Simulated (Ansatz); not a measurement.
Born–Oppenheimer molecular dynamics of Cl3FH4NSTa (11 atoms, charge 0, multiplicity 1). It starts at the highest image of a converged band, a first-order saddle point between two minima.

Theory: Ansatz, RHF/def2-SVP.

| Quantity | Value |
| --- | --- |
| ensemble | NVE (velocity Verlet) |
| time step | 0.5 fs |
| steps asked | 200 |
| starting velocities drawn for | 300 K |
| seed | 3151 |

First frame:

```xyz
11
Properties=species:S:1:pos:R:3
Ta -0.151 0.162 -0.128
Cl 2.406 -0.813 -0.315
N 0.174 0.585 1.756
H -0.084 -0.093 2.458
H 0.598 1.381 2.194
F 0.109 0.291 -2.000
Cl -2.247 1.119 -0.324
Cl -0.757 -2.046 0.221
S 1.543 2.179 -0.270
H 1.492 2.384 -1.589
H 2.381 0.709 -0.331
```

Task: How far do the bonds stretch over the last three quarters of this one trajectory? (Pairs bonded in most of those frames.)

Result: 
```tsv
bond	mean (Å)	spread (Å)	shortest	longest
Ta1–Cl2	3.015	0.254	2.71	3.52
Ta1–N3	1.974	0.009	1.95	1.99
Ta1–F6	1.913	0.012	1.89	1.93
Ta1–Cl7	2.307	0.037	2.24	2.36
Ta1–Cl8	2.363	0.003	2.36	2.37
Ta1–S9	2.460	0.101	2.34	2.63
Cl2–H11	1.281	0.022	1.25	1.32
N3–H4	1.008	0.024	0.96	1.05
N3–H5	1.011	0.036	0.95	1.07
S9–H10	1.337	0.016	1.31	1.36
```

Pairs bonded in part of these frames only: Ta1–Cl2 89 %.

Mean temperature of the second half: 600 K. The conserved energy stayed within 0.32 meV per atom of its start (net change 0.17 meV per atom), so the integration is sound. The kinetic energy rose, since the run started high on the potential surface and went downhill. It ends in pieces (Cl2FH3NSTa + ClH), so much of that is their flight and rotation, not heat. A run of 0.1 ps of so small a system gives no equilibrium averages. The orbitals stay closed-shell, which can raise the energy where a bond breaks towards radicals; this wasn't checked here.

Time of the run: 9.6 min on 4 threads of Arm Neoverse V1 (shared host), peak memory 0.5 GiB.
